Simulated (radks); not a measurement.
The numbers below are computed, except where a source is named.
Excited configurations of the potassium ion K3+: one electron is placed in a higher orbital outside [Ne] 3s2 3p3. The ground configuration is [Ne] 3s2 3p4. Code: a radial shooting solver on a logarithmic mesh with Libxc functionals. Model: non-relativistic Kohn-Sham, PBE, spin-unpolarised, spherical densities, point nucleus. Excitation = E - E(ground); binding = E(ion) - E, where the ion is the core of charge +4; n* = 4/sqrt(2 binding) in atomic units, and the quantum defect is n - n*.

outer orbital  excitation (eV)  binding (eV)     n*  eigenvalue (eV)
3d                      25.340        37.668  2.404          -30.478
4p                      38.394        24.614  2.974          -21.455
4d                      44.914        18.095  3.469          -15.607
5s                      47.162        15.847  3.706          -14.117
5p                      49.045        13.964  3.948          -12.380
5d                      51.875        11.134  4.422           -9.785
6s                      53.071         9.937  4.680           -8.923
6p                      54.019         8.990  4.921           -8.050
6f                      56.426         6.583  5.751           -5.814
7s                      56.188         6.821  5.649           -6.154
7d                      57.597         5.412  6.342           -4.861
7f                      58.157         4.852  6.698           -4.334

The Delta-SCF ionisation energy is 63.009 eV (NIST Atomic Spectra Database: 60.92 eV, semi-empirical). Self-interaction in the functional shifts the binding energies and quantum defects, so they are the method's values and not measured ones. Spin polarisation and multiplet splitting are left out, so open shells lie too high by an amount that depends on their filling.

Beside tabulated values, note that spin-unpolarised runs miss the spin-polarisation part of the exchange energy of open shells.
